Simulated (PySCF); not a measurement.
Scan of BeF2, singlet: symmetric bend, bond length relaxed. Scanned: F-Be-F angle. Other coordinates (Be-F bond length) were minimised at PBE0/def2-TZVP.

- PBE0/cc-pVTZ (PySCF)
- RHF/cc-pVTZ (PySCF)
- CCSD(T) on RHF/cc-pVTZ, 2 core orbitals frozen (PySCF)

Energies relative to the lowest point of each profile, in eV:

```tsv
a / °	PBE0	RHF
180	0.000	0.000
170	0.022	0.023
160	0.089	0.093
150	0.205	0.217
140	0.379	0.402
130	0.619	0.662
120	0.947	1.017
110	1.392	1.503
100	2.001	2.175
90	2.860	3.125
```

Estimate the CCSD(T) values at these points.

180: 0.000; 170: 0.022; 160: 0.091; 150: 0.212; 140: 0.391; 130: 0.641; 120: 0.979; 110: 1.436; 100: 2.062; 90: 2.940 (eV).

The scan ran from 180.0 to 80.0; beyond the range shown the relaxed coordinates jump or full CI changes its symmetry label.
